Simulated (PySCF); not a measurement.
H4O4P (SMILES OP(O)(O)=[OH+]), charge +1, singlet, at a GFN2-xTB geometry. Base run: PySCF with DF-HF/6-31G*.

Here is a job for PySCF.
```python
from pyscf import gto, scf

mol = gto.M(
    atom='''
O    -0.961929   -0.869783   -0.838564
P     0.000000   -0.000000   -0.000000
O     0.789623   -0.781379    1.072829
O     1.033540    0.604991   -0.975091
O    -0.861234    1.046171    0.740826
H    -0.611435   -1.450148   -1.519208
H     0.348599   -1.068544    1.876557
H     1.830225    1.017778   -0.631806
H    -1.567388    1.500914    0.274457
''',
    basis='6-31g*',
    charge=1,
    spin=0,
    verbose=4,
)

mf = scf.RHF(mol)
mf = mf.density_fit(auxbasis='def2-universal-jkfit')
mf.kernel()
```

Variants of this job, named by their change:

| change | basis functions | E (Eh) | HOMO (eV) | HOMO-LUMO gap (eV) |
|---|---|---|---|---|
| base | 82 | -642.34517 | -20.71 | 20.02 |
| basis = STO-3G | 33 | -634.36348 | -17.94 | 22.17 |
| basis = 3-21G | 57 | -638.89309 | -20.87 | 20.36 |
| basis = 6-31G | 57 | -642.02574 | -21.31 | 19.70 |
| basis = pcseg-0 | 57 | -640.90808 | -21.34 | 19.87 |
| basis = def2-SV(P) | 82 | -641.98802 | -20.88 | 19.70 |
| basis = def2-SVP | 94 | -642.03472 | -20.79 | 19.69 |
| basis = 6-31G** | 94 | -642.37712 | -20.68 | 20.03 |
| basis = 6-311++G** | 146 | -642.48360 | -20.79 | 17.82 |
| basis = aug-pcseg-1 | 155 | -642.29955 | -20.73 | 17.74 |
| basis = aug-cc-pVDZ | 155 | -642.42715 | -20.71 | 17.74 |
| basis = def2-TZVP | 185 | -642.57892 | -20.72 | 18.93 |
| basis = def2-TZVPP | 222 | -642.58539 | -20.72 | 18.90 |

Totals compare only among sets that treat the same electrons; sets with core potentials leave the core out.
